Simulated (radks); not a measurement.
Results of a calculation; reference values are marked as such.
Species: Tb XXIII. Configuration: [Kr] 4d7 (the NIST ground configuration). Level of theory: Dirac Kohn-Sham, relativistic LDA (MacDonald-Vosko exchange, VWN5 correlation), spin-unpolarised, spherical densities, finite nucleus; open shells fill j = l - 1/2 first; Fermi nuclear charge, rms radius 5.06 fm (a radial shooting solver on a logarithmic mesh with Libxc functionals).

Spin-orbit splittings of the eigenvalues, e(l+1/2) - e(l-1/2), with zeta = 2 splitting/(2l+1) and mean radii in bohr:

shell	occ.	splitting (eV)	zeta (eV)	<r> j=l-1/2	<r> j=l+1/2
2p	6	737.9	491.9	0.07612	0.08304
3p	6	153.6	102.4	0.2284	0.2413
3d	10	33.73	13.49	0.2133	0.2173
4p	6	40.58	27.05	0.5172	0.5399
4d	7	8.256	3.302	0.5440	0.5507
